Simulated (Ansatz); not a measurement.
A made-up structure of AlGeH4, doublet:

```
atom    x (Å)    y (Å)    z (Å)
 Al1   0.4459  -0.8432   0.3531
 Ge2  -0.9947   0.3035  -0.3280
  H3   1.4854   0.2273   0.2915
  H4   0.0082   1.4544  -0.4220
  H5  -0.2033  -0.8968  -1.0651
  H6  -0.7416  -0.2452   1.1704
```

It is relaxed with PBE-D4/def2-SVP and then PBE0-D4/def2-TZVP (Ansatz 0.2.0). Atoms count as bonded within 1.22 times the sum of their covalent radii (H–H: 0.88 Å). The end point is not checked to be a true minimum.

(1) Does its bonding change? (A judgement: the text doesn't fix the answer.)

Answers

(1) The calculation gives: No: no bond forms or breaks.

Where it ends: The first stage lowers the energy by 4.08 eV in 8 steps. It ends as AlGeH₄ ([H]1[AlH]2[H][GeH]12):
```xyz
6
angstrom
Al 0.7388 -0.8469 0.4248
Ge -1.4311 0.3836 -0.4564
H 2.0433 0.0756 0.4700
H -0.1892 1.3867 -0.4498
H -0.3316 -0.8012 -1.0292
H -0.8301 -0.1978 1.0407
```

Labels in which every atom is bracketed show which atoms are joined, not bond orders.

For scale, one of the runs: PBE0-D4/def2-TZVP relaxation, 109 basis functions, launched by `ansatz run in.yaml --threads 2 --pin off --events-out ev --progress --plain --max-ram 4352MiB`. Hardware: 2 CPU threads of an Intel Xeon Platinum 8488C, shared host. Wall time about 22 s.
